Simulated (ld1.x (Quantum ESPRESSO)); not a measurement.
## Logarithmic derivatives: Ba (Z = 56), TM semilocal

* Element: barium (Ba)
* Generator: ld1.x (Quantum ESPRESSO) 7.5
* Type: norm-conserving Troullier–Martins (semilocal form)
* Functional: PBE
* Relativity: scalar-relativistic
* Frozen core: [Kr] 4d10
* Valence charge: 10
* Reference configuration: 5s2 5p6 5d0 6s2 6p0
* Partial waves: 5s (bound): rc 1.70 bohr; 5p (bound): rc 2.45 bohr; 5d (bound, empty): rc 2.50 bohr
* Local potential: the d channel
* Core correction: a·sin(br)/r model core inside 1.50 bohr

Occupied shells without a wave of their own: 6s. They enter only through the test configuration that unscreens the potential, and ld1.x also counts them in the model core charge.

The phase is arctan(r·u′/u) with u = r·R(r), unwrapped; energies in Ry, scanned from -4 to 5 Ry. A pole is an energy at which the radial function vanishes at the test radius. The pseudo phase is shifted by a multiple of π to meet the all-electron one at the reference energy, and phase errors are pseudo minus all-electron; the curves can meet again beyond the range given. Levels narrower than the energy grid can be missing from the lists of poles.

```tsv
channel	radius (bohr)	reference energy (Ry)	poles, all-electron	poles, pseudo	unbroken range about the reference energy with phases within 0.05 rad	phase error 1 Ry above the reference energy (rad)
s	2.70	-2.48	-2.15	-2.15, 4.57	below 0.7	-0.001
p	2.70	-1.38	-0.74	-0.75	below 1.0	-0.006
d	2.70	-0.15	1.50	1.47	below 3.5	-0.003
```

ld1.x takes every shell without a wave as core, so the model core holds the 6s electrons as well and exchange and correlation see them twice. This cancels in the reference configuration, but the file is broken for other ones, and its errors say nothing about a proper core correction.

Phases in the p channel:

```csv
E (Ry),all-electron,pseudo
-4.00,1.341,1.340
-3.76,1.328,1.327
-3.52,1.312,1.310
-3.28,1.292,1.290
-3.04,1.267,1.264
-2.80,1.232,1.229
-2.56,1.181,1.177
-2.32,1.097,1.093
-2.08,0.935,0.929
-1.84,0.517,0.508
-1.60,-0.510,-0.514
-1.36,-1.180,-1.180
-1.12,-1.417,-1.417
-0.88,-1.529,-1.531
-0.64,-1.596,-1.600
-0.40,-1.645,-1.650
-0.16,-1.683,-1.692
0.08,-1.718,-1.729
0.32,-1.751,-1.767
0.56,-1.785,-1.809
0.80,-1.824,-1.857
1.04,-1.869,-1.920
1.28,-1.925,-2.006
1.52,-2.000,-2.138
1.76,-2.107,-2.364
2.00,-2.272,-2.776
2.24,-2.547,-3.393
2.48,-2.990,-3.902
2.72,-3.520,-4.187
2.96,-3.919,-4.346
3.20,-4.158,-4.444
3.44,-4.304,-4.511
3.68,-4.399,-4.559
3.92,-4.465,-4.597
4.16,-4.513,-4.627
4.40,-4.551,-4.652
4.64,-4.581,-4.673
4.88,-4.606,-4.692
```
